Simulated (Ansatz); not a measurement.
C2H4AlN, SMILES `N#C[CH2][AlH2]`, relaxed with RKS PBE-D4/def2-SVP in Ansatz from a rough embedded geometry. The force threshold is 0.03 eV/Å; the program also tests the step.

The species carries charge 0 and has multiplicity 1.

Start:

```xyz
8

N    -1.685   -1.435    1.486
C    -0.854   -0.733    1.127
C     0.240    0.118    0.650
Al    0.078    0.510   -1.223
H     1.226   -0.446    0.792
H     0.288    1.045    1.267
H     0.998    1.623   -1.880
H    -0.291   -0.683   -2.219
```

Q: By how much does the energy fall, and how many steps does the optimiser take? (Estimate.)

A: Computed: 6.46 kcal/mol, in 5 steps.

Q: Which bonds change most? (Best estimate.)

A: The calculation gave: C3–Al4 from 1.920 to 2.001 Å; C3–H5 from 1.145 to 1.114 Å; N1–C2 from 1.146 to 1.174 Å; C2–C3 from 1.466 to 1.448 Å.

Q: Give the relaxed structure. (Best estimate.)

A: Ansatz gave: 
```xyz
8

N    -1.741   -1.403    1.451
C    -0.822   -0.743    1.136
C     0.281    0.077    0.678
Al    0.239    0.394   -1.298
H     1.250   -0.418    0.916
H     0.292    1.052    1.211
H     0.916    1.737   -1.837
H    -0.415   -0.696   -2.257
```
